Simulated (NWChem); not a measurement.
Molecule: C$_{2}$H$_{5}$FSi$_{2}$; SMILES [SiH2]([SiH2]C#C)F

```xyz
10

C     -1.1234    -2.7636    -0.2022
C     -0.2714    -1.9174    -0.0036
Si     0.9713    -0.5995     0.2745
Si     0.0967     1.4724    -0.4020
F     -1.1472     1.8712     0.5750
H     -1.8738    -3.5153    -0.3744
H      2.1940    -0.8862    -0.5377
H      1.3480    -0.5590     1.7188
H      1.1322     2.5427    -0.2902
H     -0.4093     1.4132    -1.8041
```
Atoms are numbered in this order, from 1.

Results from NWChem. Pople sets run with spherical d functions. Coordinates come from a PBE0/def2-SVP optimisation. Absolute isotropic GIAO shieldings of the H sites, static isolated molecule.

```
row  σ, Hartree-Fock/6-31G* (ppm)  σ, B3LYP/6-311G** (ppm)
---  ----------------------------  -----------------------
H10                         26.99                    26.09
H9                          27.17                    26.23
H8                          28.21                 withheld
H7                          28.52                    27.65
H6                          29.59                    29.40
```

**Question.** Fit a straight line of the last column on the one before it, predict the withheld value, and compare with the run.

**Answer.** 
1. Means of the 4 shown rows: x = 28.067, y = 27.343. Slope Σ(x − x̄)(y − ȳ)/Σ(x − x̄)² = 5.620/4.489 = 1.252; intercept -7.798.
2. The shown rows scatter about the line by 0.158 (root mean square); the largest residual is -0.26, at H7.
3. At x = 28.21 (H8; inside the shown range) the line gives 27.52.
4. The run gives 27.34, -0.18 from the line, 1.1 times the scatter.
